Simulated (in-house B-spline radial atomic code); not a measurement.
Stripping rhenium of all its electrons. The total binding energy is the sum of the 75 successive ionisation energies. Configuration: [Xe] 4f14 (5d3/2)4 (5d5/2)1 6s2. All numbers are computed (Dirac-Hartree-Fock, average of the jj configuration; Fermi nucleus of rms radius 5.3698 fm) with a B-spline radial code for spherical atoms, not measured.

Dirac-Coulomb total energy: -16707.6527 hartree. First-order corrections (hartree): Breit 17.67, self-energy 14.75, vacuum polarisation -2.697, recoil 0.0301.

(1) What total binding energy follows, and how does it compare with the sum of NIST's ionisation energies?

(2) What share of the binding belongs to the last two electrons?

## Answers

(1) 453829 eV from the corrected total, against 454144 ± 180 eV from NIST's table (measured, semi-empirical and theoretical entries, uncertainties added in quadrature). The difference, +316 eV, is within about twice the table's uncertainty, so it can't show the correlation energy.

(2) 36 % by NIST's values (164719.0 eV).
